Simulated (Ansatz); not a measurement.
B7N7. Charge 0, multiplicity 3. Geometry r2SCAN-D4/def2-SVP, that of the neutral singlet; atoms count from 1.

```tsv
atom	x (Å)	y (Å)	z (Å)
N1	-0.067	-0.801	1.945
B2	0.668	0.211	1.473
N3	-1.037	-1.631	-0.042
B4	-1.206	-0.716	1.046
N5	-2.082	0.480	1.040
N6	0.256	1.684	1.216
B7	-1.149	1.370	1.151
N8	1.186	-1.525	-0.835
B9	-0.212	-1.293	-1.161
B10	1.538	-0.292	-0.458
N11	1.348	1.053	-1.207
B12	1.063	1.305	0.138
N13	-0.592	-0.384	-2.269
B14	0.287	0.539	-2.036
```

Single mean-field runs in def2-TZVP are fitted with def2-universal-jkfit.

Estimate the Mulliken populations from the PBE0/def2-TZVP orbitals of Ansatz.


```json
{"atom": "N1", "charge (e)": "0.01", "spin (α − β)": "0.54"}
{"atom": "B2", "charge (e)": "-0.01", "spin (α − β)": "0.06"}
{"atom": "N3", "charge (e)": "-0.02", "spin (α − β)": "0.84"}
{"atom": "B4", "charge (e)": "0.09", "spin (α − β)": "-0.07"}
{"atom": "N5", "charge (e)": "-0.04", "spin (α − β)": "0.06"}
{"atom": "N6", "charge (e)": "0.03", "spin (α − β)": "0.02"}
{"atom": "B7", "charge (e)": "-0.13", "spin (α − β)": "-0.01"}
{"atom": "N8", "charge (e)": "0.01", "spin (α − β)": "0.54"}
{"atom": "B9", "charge (e)": "0.09", "spin (α − β)": "-0.07"}
{"atom": "B10", "charge (e)": "-0.01", "spin (α − β)": "0.06"}
{"atom": "N11", "charge (e)": "0.03", "spin (α − β)": "0.02"}
{"atom": "B12", "charge (e)": "0.12", "spin (α − β)": "-0.05"}
{"atom": "N13", "charge (e)": "-0.04", "spin (α − β)": "0.06"}
{"atom": "B14", "charge (e)": "-0.13", "spin (α − β)": "-0.01"}
```
Mulliken values depend strongly on the basis.

Where does the spin sit?

Summed by element: N 2.07, B -0.07, of 2 unpaired in all. Largest on single atoms: N3 0.84, N8 0.54, N1 0.54.

And the Mayer bond orders between heavy atoms (over 0.3)?

N1–B2 1.60 (1.34 Å); N1–B4 1.04 (1.45 Å); B2–N6 0.86 (1.55 Å); B2–B10 0.40 (2.18 Å); B2–B12 0.49 (1.77 Å); N3–B4 1.24 (1.43 Å); N3–B9 1.24 (1.43 Å); B4–N5 1.07 (1.48 Å); N5–B7 2.12 (1.29 Å); N6–B7 1.13 (1.44 Å); N6–B12 1.23 (1.40 Å); N8–B9 1.04 (1.45 Å); N8–B10 1.60 (1.34 Å); B9–N13 1.07 (1.48 Å); B10–N11 0.86 (1.55 Å); B10–B12 0.49 (1.77 Å); N11–B12 1.23 (1.40 Å); N11–B14 1.13 (1.44 Å); N13–B14 2.12 (1.30 Å).
